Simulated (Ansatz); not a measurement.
Frontier orbitals of Mo₂, SMILES `[Mo]#[Mo]`.

Z-matrix (Å, degrees):
```
Mo
Mo 1 1.887
```

The species carries charge 0 and has multiplicity 1. Correlated methods include outer-core shells of Mo, which these sets cover unevenly. Mo takes the def2 core potential. The geometry is a stationary point of PBE0-D4/def2-TZVP. Basis def2-TZVPP, Ansatz 0.2.0.

A caution on the coupled-cluster cation, which keeps the state that its UHF reference found: it lies well above the hybrids' cation and may not be the lowest state; large T1 diagnostic of the cation; spin contamination of the cation.

```csv
functional,HOMO (eV),LUMO (eV),gap (eV)
PBE,-4.45,-2.57,1.88
B97M-V,-4.44,-2.63,1.81
PBE0,-4.96,-2.00,2.96
B3LYP,-4.90,-2.22,2.68
BHLYP,-5.33,-1.45,3.88
ωB97M-V,-6.36,-0.73,5.63
```

Problem. What is the vertical ionisation energy at frozen-core CCSD(T)/def2-TZVPP? (An estimate is asked.)

Solution. Ansatz gave: 7.36 eV (T1 of the cation 0.090).

A quarter of exact exchange (PBE0) shifts PBE's HOMO by −0.51 eV and its LUMO by +0.57 eV; full exchange at long range (ωB97M-V) shifts them by −1.91 and +1.83 eV. The gap opens from 1.88 to 5.63 eV, since occupied levels lose self-interaction and empty ones feel all the electrons. −ε(HOMO) differs from that ionisation energy by −2.91 eV with PBE and −0.99 eV with ωB97M-V.

B3LYP here is the variant with VWN-RPA as its local correlation; programs differ in this.
